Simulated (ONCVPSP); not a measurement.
**Al (Z = 13): ONCV pseudisation with LDA (Perdew-Zunger), fully relativistic reference atom.**

aluminium (Al), optimised norm-conserving Vanderbilt (ONCV), made with ONCVPSP 4.0.1 (LDA (Perdew-Zunger), fully relativistic). Core [He], reference 2s2 2p6 3s1.75 3p1.25. Waves: 2s+3s: rc 1.20 bohr, ncon 4, nbas 8, qcut 8.7 1/bohr, 3 projectors, debl 1.2 Ha; 2p+3p: rc 1.05 bohr, ncon 4, nbas 9, qcut 15.8 1/bohr, 2 projectors. Local part: polynomial inside 1.05 bohr (lpopt 5, dvloc0 6 Ha). Core correction: Teter function, fcfact 1.5, rcfact 1.

Open shells are filled in proportion to 2j + 1.

All-electron outer shells of the reference configuration (LDA (Perdew-Zunger), scalar-relativistic, ld1.x):

| shell | level (eV) | outermost node (bohr) | outermost maximum (bohr) |
| --- | --- | --- | --- |
| 1s | -1504.78 | – | 0.08 |
| 2s | -107.96 | 0.17 | 0.50 |
| 2p | -70.17 | – | 0.43 |
| 3s | -8.06 | 0.80 | 2.06 |
| 3p | -2.96 | 0.82 | 2.61 |

Estimate the cutoffs (Ha) at which the residual kinetic energy of the hardest occupied pseudo-wave falls to 1 and 0.1 mHa per electron.

84 Ha and 96 Ha.

What does a ghost test show?

No bound ghost flagged; no localised positive-energy state flagged.

Which valence shell sets the plane-wave cutoff?

2p: 84 Ha for 1 mHa per electron, against 68 Ha for 3p.

Tests: 2s2 2p6 3s2 3p1; 2s2 2p6 3s2 3p0; 2s2 2p6 3s1 3p0; 2s2 2p6 3s1 3p2. Which has the largest error in its energy relative to the reference configuration, and how large is it?

2s2 2p6 3s1 3p0, with +0.7 meV (all-electron minus pseudo) on +23.96 eV.
